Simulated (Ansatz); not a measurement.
Relaxation of CH₃LiNTe (7 atoms, charge 1, multiplicity 1), to a largest force component of 0.015 eV/Å in at most 40 steps.

These are results of RKS PBE/def2-SVP in Ansatz 0.2.0, not measurements.

```xyz
7
Properties=species:S:1:pos:R:3:forces:R:3
Li -0.006 -3.187 0.250 -0.23 -0.86 0.22
C -0.452 -1.331 0.555 0.24 -0.44 -0.64
Te 0.725 -0.390 -0.677 0.28 0.33 0.04
N 0.464 1.553 -0.300 -0.14 0.23 -0.50
H -1.095 -0.677 1.149 -0.29 0.27 0.56
H 0.002 1.770 0.574 -0.37 0.09 0.58
H 1.253 2.170 -0.457 0.51 0.38 -0.26
```

Where does it end, and by what steps?

The run converged. Limits of this set-up: the dipole of an ion depends on the origin. After 13 steps the energy has fallen by 0.337 eV; Li1 moved furthest, 0.53 Å. Parted: Li1–Te3.

| step | energy less start (eV) | largest force component (eV/Å) | accepted |
| --- | --- | --- | --- |
| 0 | 0.0000 | 0.858 | yes |
| 1 | -0.2101 | 0.425 | yes |
| 2 | -0.2815 | 0.591 | yes |
| 3 | -0.3228 | 0.210 | yes |
| 4 | -0.3318 | 0.155 | yes |
| 5 | -0.2964 | 0.395 | no |
| 6 | -0.3285 | 0.389 | no |
| 7 | -0.3350 | 0.031 | yes |
| 8 | -0.3353 | 0.218 | yes |
| 9 | -0.3357 | 0.087 | yes |
| 10 | -0.3366 | 0.027 | yes |
| 11 | -0.3360 | 0.052 | no |
| 12 | -0.3366 | 0.035 | yes |
| 13 | -0.3367 | 0.010 | yes |

```xyz
7
Properties=species:S:1:pos:R:3
Li -0.437 -3.437 0.427
C -0.240 -1.422 0.425
Te 0.922 -0.272 -0.656
N 0.422 1.668 -0.313
H -0.894 -0.829 1.109
H -0.072 1.862 0.569
H 1.190 2.337 -0.468
```

Time of the run: 33 s on 1 thread of Intel(R) Xeon(R) Platinum 8375C CPU @ 2.90GHz (Ice Lake), with other jobs on the host, peak memory 0.16 GiB.
